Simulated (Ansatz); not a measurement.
`C[S][Ge][Cl]` + H₂S → `[SH][Ge][Cl]` + CH₃SH at 700 K and 1 bar (ligand exchange at a Ge–S bond).

Isolated molecules relaxed with PBE0-D4/def2-TZVP in Ansatz; ΔE leaves out vibrations. CBS: MP2 limit from def2 TZ/QZ plus the TZ coupled-cluster correction, frozen cores. This one scheme is used for every species. For Ge outer-core shells are correlated without core-valence functions, which leaves a few kJ/mol of doubt a bond. Scalar relativity is left out up to krypton. One conformer a species, not always the lowest.

```tsv
species	CCSD(T)/CBS energy (Eh)	H − E (kJ/mol)	S (J/(mol·K))
`C[S][Ge][Cl]`	-2973.58695	166.0	439.8
H₂S	-398.97279	64.8	236.9
`[SH][Ge][Cl]`	-2934.32884	70.4	367.1
CH₃SH	-438.22835	160.2	309.0
```

H − E and S are ideal-gas, rigid-rotor, harmonic terms from PBE0-D4/def2-TZVP, for one conformer and one mirror image of each species. 1 Eh = 2625.50 kJ/mol, R = 8.31446 J/(mol·K).

Q: By hand: ΔE, ΔH, ΔS and ΔG.

A: ΔE = (-2934.32884) + (-438.22835) − (-2973.58695) − (-398.97279) = 0.00255 Eh = 6.7 kJ/mol. Δ(H − E) = 70.4 + 160.2 − 166.0 − 64.8 = -0.2, so ΔH = 6.5 kJ/mol. ΔS = 367.1 + 309.0 − 439.8 − 236.9 = -0.6 J/(mol·K). ΔG = 6.5 − 700 × (-0.6)/1000 = 6.9 kJ/mol.

Q: By hand: the equilibrium constant, and the temperature at which ΔG would vanish if ΔH and ΔS stayed fixed.

A: log₁₀ K = −ΔG/(RT ln 10) = -0.5. ΔH and −TΔS have one sign here, so there is no such temperature.

The number of gas molecules stays the same, so ΔS is small and ΔH decides. A doubt of 5 kJ/mol in ΔE shifts log₁₀ K by 0.4 here. Other conformers and mirror images would add mixing entropy, several J/(mol·K) or more a flexible species. Modes under 60 cm⁻¹, often nearly free rotors, make the harmonic entropy too high. These are equilibria of isolated gas molecules and say nothing of rates. Largest T1 diagnostic: 0.014 (customary marks: 0.02 for closed shells, 0.045 for open ones).

ΔS is within the doubt of such terms, so its sign, and with it that verdict, could turn.
